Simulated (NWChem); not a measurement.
# BHOBr2; SMILES OB(Br)Br

```xyz
5

B      0.6483     0.0143     0.0000
Br    -0.3096    -1.6571     0.0000
Br    -0.3049     1.6679     0.0000
O      1.9839     0.0471     0.0000
H      2.3929    -0.8269     0.0000
```
Atoms are numbered in this order, from 1.

Results from NWChem. Pople sets run with spherical d functions. STO-3G and 3-21G are far too small for this property and stand as cheap habits. Structure relaxed at the PBE0/def2-SVP level. Vertical excitations in the gas phase; the lowest state need not have the same character in each row.

Taking B3LYP/aug-cc-pVDZ, TDA as the yardstick, which of these has the fewest basis functions while keeping “lowest excitation, singlet (eV)” within 0.05 eV of it: B3LYP/def2-SVP, TDA; B3LYP/6-31G*, TDA; B3LYP/3-21G, TDA?

none of them.
| level | basis functions | lowest excitation, singlet (eV) | relative time (rough) |
|---|---|---|---|
| B3LYP/3-21G, TDA | 64 | 6.04 | 1 |
| B3LYP/6-31G*, TDA | 94 | 6.05 | 4 |
| B3LYP/def2-SVP, TDA | 97 | 6.00 | 4 |
| B3LYP/aug-cc-pVDZ, TDA | 127 | 5.87 | 50 |

The yardstick is one finite set, not the basis-set limit.
